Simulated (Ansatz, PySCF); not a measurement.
Energy difference R1 + R2 → P1 + P2, each structure at its B3LYP-D3(BJ)/def2-TZVP stationary point, reached from a drawn start (curvature not checked).
R1: O3 (SMILES O=[O+][O-]), charge 0, multiplicity 1.
P1, O2 (SMILES O=O) (charge 0, multiplicity 3, Z-matrix in Å and degrees):
```
O
O 1 1.2043
```
P2, O4Ru (SMILES [O]=[Ru](=[O])(=[O])=[O]) (charge 0, multiplicity 1):
```tsv
atom	x (Å)	y (Å)	z (Å)
Ru	0.0000	0.0000	0.0000
O	0.9691	0.9691	0.9691
O	0.9691	-0.9691	-0.9691
O	-0.9691	0.9691	-0.9691
O	-0.9691	-0.9691	0.9691
```
R2, O3Ru (SMILES [O]=[Ru](=[O])=[O]) (charge 0, multiplicity 1):
```
atom    x (Å)    y (Å)   z (Å)
----  -------  -------  ------
Ru     0.0000   0.0000  0.0000
O      1.6743   0.0000  0.0000
O     -0.8371   1.4499  0.0000
O     -0.8371  -1.4499  0.0000
```

P less R. No zero-point or thermal terms; singlets are restricted closed shells; open shells are unrestricted; no spin–orbit coupling. The spin states of the d-block species are the ones drawn and need not be the lowest.

Cores are frozen in the correlated methods.

Run with Ansatz (Gaussian basis) for Hartree–Fock, density functionals and correlated methods; PySCF for the D3/D4 terms. All values are computed, each at the level named. Elements past Kr take the def2 small-core potentials, without spin–orbit coupling.

```tsv
level	reaction energy (kcal/mol)
SVWN5/def2-TZVPP	-77.15
BLYP-D4/def2-TZVPP	-78.53
r2SCAN/def2-TZVPP	-89.47
PBE0/def2-TZVPP	-75.95
BHLYP-D3(BJ)/def2-TZVPP	-69.61
B2PLYP/def2-TZVPP	-87.77
B2PLYP-D4/def2-TZVPP	-88.22
CCSD/def2-SVP	[?]
CCSD(T)/def2-QZVPP	[?]
```

Task: Complete the blanks.

Result: 
- CCSD/def2-SVP, reaction energy (kcal/mol): -59.17
- CCSD(T)/def2-QZVPP, reaction energy (kcal/mol): -70.23

Doubts at one or more of the structures used: other coupled-cluster roots may lie near (CCSD/def2-SVP).

Ansatz is an electronic-structure program.
